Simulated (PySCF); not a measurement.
Electric field gradients and quadrupole coupling constants

Compound: C3H7F3O2Si.
Structure used (GFN2-xTB), in Å, numbered top down from 1:
```xyz
16
C3H7F3O2Si angstrom
C      2.4039   -0.5402    0.0106
O      1.0076   -0.6445    0.1556
Si    -0.2229    0.1932   -0.4566
O     -1.5817   -0.2767    0.2392
C     -2.2222   -1.5256    0.2632
C     -0.1147    2.0427    0.1245
F      1.1064    2.5578   -0.1756
F     -1.0001    2.8679   -0.4643
F     -0.2606    2.2229    1.4488
H      2.7296    0.4964    0.0986
H      2.8598   -1.1359    0.8014
H      2.7086   -0.9303   -0.9617
H     -0.2344    0.2144   -1.9164
H     -1.5256   -2.3087    0.5619
H     -3.0377   -1.4643    0.9834
H     -2.6234   -1.7599   -0.7242
```

Field gradients from the PBE0/pcSseg-1 density (PySCF, non-relativistic), principal values in atomic units, ordered |Vxx| ≤ |Vyy| ≤ |Vzz|:

| atom | Vxx | Vyy | Vzz |
| --- | --- | --- | --- |
| O2 | -0.5889 | -1.1477 | 1.7366 |
| O4 | -0.5801 | -1.1446 | 1.7247 |

Task: Find the asymmetry η = (Vxx − Vyy)/Vzz and the couplings χ = eQV/h (234.96 MHz × Q in barn × V in au), with Q(17O) = −0.0256 b.

Result: 
```json
{"atom": "O2", "environment": "silyl ether oxygen", "nucleus": "17O", "η": "0.32", "χzz (MHz)": "-10.45", "χxx (MHz)": "3.54", "χyy (MHz)": "6.90"}
{"atom": "O4", "environment": "silyl ether oxygen", "nucleus": "17O", "η": "0.33", "χzz (MHz)": "-10.37", "χxx (MHz)": "3.49", "χyy (MHz)": "6.89"}
```

Task: What is Vzz at O4 in SI units (1 au = 9.71736 × 10²¹ V/m²)?

Result: 1.7247 au = 16.760 × 10²¹ V/m².

Task: And the gradient at the other heavy atoms, for which no coupling is worked out here?

Result: 
```csv
atom,environment,Vzz (au),η
C1,methoxy carbon,0.475,0.04
Si3,oxygen-bound silicon,-0.326,0.19
C5,methoxy carbon,0.462,0.05
C6,CF3 carbon,-0.568,0.05
F7,fluorine of a CF3 group,2.768,0.04
F8,fluorine of a CF3 group,2.821,0.03
F9,fluorine of a CF3 group,2.843,0.04
```

Task: What couplings would deuterons (Q(2H) = 0.00286 b) have in place of the hydrogens, at this geometry?

Result: 
```json
{"atom": "H10", "bonded to": "C1", "bond length (Å)": "1.090", "Vzz (au)": "0.2955", "η": "0.09", "χzz (kHz)": "199"}
{"atom": "H11", "bonded to": "C1", "bond length (Å)": "1.090", "Vzz (au)": "0.3013", "η": "0.07", "χzz (kHz)": "202"}
{"atom": "H12", "bonded to": "C1", "bond length (Å)": "1.091", "Vzz (au)": "0.2994", "η": "0.08", "χzz (kHz)": "201"}
{"atom": "H13", "bonded to": "Si3", "bond length (Å)": "1.460", "Vzz (au)": "0.1575", "η": "0.02", "χzz (kHz)": "106"}
{"atom": "H14", "bonded to": "C5", "bond length (Å)": "1.090", "Vzz (au)": "0.2992", "η": "0.08", "χzz (kHz)": "201"}
{"atom": "H15", "bonded to": "C5", "bond length (Å)": "1.090", "Vzz (au)": "0.3015", "η": "0.07", "χzz (kHz)": "203"}
{"atom": "H16", "bonded to": "C5", "bond length (Å)": "1.091", "Vzz (au)": "0.2989", "η": "0.08", "χzz (kHz)": "201"}
```

Isolated species at its GFN2-xTB geometry (one conformer only). GFN2-xTB bond lengths can be off by several hundredths of an ångström, more for odd bonds, and the gradients follow them. With a basis this small, the couplings can be 20 % off.

The run behind these numbers computed NMR shieldings as well. Time: 45 s wall (grids of density and orbitals included); peak memory 0.85 GiB. Hardware: one thread of an Arm Neoverse V1, on a shared host.
